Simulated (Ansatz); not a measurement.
Consider the ligand exchange at the Si–O bond: `O[SiH](F)O[SiH2]F` + `O[SiH](F)F` → `F[SiH2]O[SiH](F)F` + `O[SiH](O)F`.

Gas-phase electronic energies from Ansatz, PBE0-D4/def2-TZVP geometries. CCSD(T)/CBS is the MP2 limit (def2-TZVPP, def2-QZVPP) plus CCSD(T) − MP2 in def2-TZVPP, frozen cores. This one scheme is used for every species. DFT in def2-TZVPP. B3LYP here is the variant with VWN-RPA as its local correlation; programs differ in this. Each species was taken in one conformer, which may not be the lowest.

`O[SiH](F)O[SiH2]F`:

Z-matrix (Å, degrees):
```
Si
F 1 1.591
O 1 1.622 2 106.8
O 1 1.618 2 110.6 3 -120.9
H 1 1.465 2 109.0 3 121.1
Si 3 1.622 1 150.9 2 39.1
H 4 0.958 1 120.2 2 65.0
F 6 1.592 3 109.2 1 54.8
H 6 1.478 3 110.4 1 -63.2
H 6 1.476 3 108.4 1 172.2
```

`O[SiH](F)F`:

Z-matrix (Å, degrees):
```
Si
F 1 1.584
F 1 1.584 2 105.5
O 1 1.614 2 111.2 3 -120.7
H 1 1.463 2 110.2 3 118.9
H 4 0.958 1 120.9 2 58.5
```

`F[SiH2]O[SiH](F)F`:

Z-matrix (Å, degrees):
```
Si
O 1 1.626
F 1 1.590 2 108.4
H 1 1.476 2 110.2 3 117.8
H 1 1.475 2 108.4 3 -117.1
Si 2 1.605 1 155.1 3 -80.7
F 6 1.581 2 109.8 1 -1.9
F 6 1.578 2 108.8 1 -118.9
H 6 1.463 2 111.7 1 120.1
```

`O[SiH](O)F`:

Z-matrix (Å, degrees):
```
Si
O 1 1.619
F 1 1.595 2 111.7
O 1 1.630 2 108.7 3 118.8
H 1 1.469 2 107.5 3 -117.0
H 2 0.959 1 118.7 3 -79.5
H 4 0.958 1 118.6 2 -158.0
```

```json
{"level": "LDA (SPW92)", "ΔE (kJ/mol)": "1.7"}
{"level": "B97M-V", "ΔE (kJ/mol)": "0.6"}
{"level": "r2SCANh-D4", "ΔE (kJ/mol)": "0.9"}
{"level": "revPBE", "ΔE (kJ/mol)": "1.2"}
{"level": "B3LYP", "ΔE (kJ/mol)": "1.1"}
{"level": "MP2/def2-SVP", "ΔE (kJ/mol)": "3.8"}
{"level": "CCSD/def2-SVP", "ΔE (kJ/mol)": "3.3"}
{"level": "CCSD(T)/def2-SVP", "ΔE (kJ/mol)": "3.6"}
```

**Question.** What does CCSD(T)/CBS give? (Estimate.)

**Answer.** Computed: +0.8 kJ/mol. The listed levels differ from it by 0.9, -0.2, 0.1, 0.4, 0.3, 3.0, 2.5, 2.8 kJ/mol.

Largest T1 diagnostic among the species: 0.012.

Leaving LDA and LC-ωPBE aside and taking each functional with its dispersion term where it has one, the values, not all of them listed here, spread over 0.9 kJ/mol, from B97M-V to PBE-D4.
